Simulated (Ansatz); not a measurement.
A nudged elastic band was laid between two geometries of H + H2 (3 atoms, charge 0, multiplicity 2).

All numbers below come from UKS PBE0-D4/def2-SVP (Ansatz).

- movable images: 9
- climbing image: yes
- spring: 5.0 eV/Å²
- optimiser: quadratic models (default)
- start path: through a guess of the saddle point
- force threshold: 0.03 eV/Å
- iteration limit: 60
- end points: relaxed

Initial state:

```xyz
3
Properties=species:S:1:pos:R:3
H 0.732 -0.071 0.051
H 1.487 -0.146 0.105
H -2.219 0.216 -0.156
```

Final state:

```xyz
3
Properties=species:S:1:pos:R:3
H -0.732 0.073 -0.052
H 2.219 -0.218 0.157
H -1.487 0.145 -0.105
```

Which bonds break or form, and what moves?

Bonds broken: H1–H2. Bonds formed: H1–H3.  The two ends are copies of one structure, up to a mirror image or an exchange of like atoms.

Give the energies along the band, and the barrier.

The forces met the threshold. The highest image is number 5 of 0 to 10, 19.4 kJ/mol above the ends, which have the same energy within 2 meV. A vibrational analysis at the climbing image gives one clearly imaginary mode, 738i cm⁻¹: a first-order saddle point.

| image | path coordinate (Å) | energy (kJ/mol) | H1–H2 (Å) | H1–H3 (Å) |
| --- | --- | --- | --- | --- |
| 0 | 0.00 | 0.0 | 0.76 | 2.97 |
| 1 | 0.32 | 0.2 | 0.76 | 2.58 |
| 2 | 0.64 | 1.5 | 0.76 | 2.19 |
| 3 | 0.96 | 5.1 | 0.77 | 1.79 |
| 4 | 1.28 | 13.0 | 0.79 | 1.39 |
| 5 | 1.60 | 19.4 | 0.94 | 0.94 |
| 6 | 1.92 | 13.0 | 1.39 | 0.79 |
| 7 | 2.24 | 5.1 | 1.79 | 0.77 |
| 8 | 2.56 | 1.5 | 2.19 | 0.76 |
| 9 | 2.88 | 0.2 | 2.58 | 0.76 |
| 10 | 3.20 | 0.0 | 2.97 | 0.76 |

What is the geometry of the highest image?


```xyz
3
Properties=species:S:1:pos:R:3
H 0.000 0.000 0.000
H 0.937 -0.092 0.066
H -0.937 0.092 -0.066
```

What are the harmonic wavenumbers there?

738i, 900, 900, 2077 cm⁻¹.

Time of the run: 13 s on 1 thread of AMD EPYC (Zen 3), on a shared host, peak memory 0.086 GiB.
